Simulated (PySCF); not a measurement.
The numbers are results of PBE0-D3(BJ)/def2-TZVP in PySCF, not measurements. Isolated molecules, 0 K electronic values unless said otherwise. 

Reference species (SMILES): `FC1=C[SiH2]C=C1` (neutral, multiplicity 1).

| Item | Result |
|---|---|
| S1 oscillator strength | 0.076 |
| dipole moment | 1.08 D |

Changed species: `C1([SiH2]C=CC=1)F`.

### Question
Give the shifts of the S1 oscillator strength and dipole moment.

### Answer
the S1 oscillator strength hardly moves; the dipole moment rises by 0.38 D, to 1.46 D.
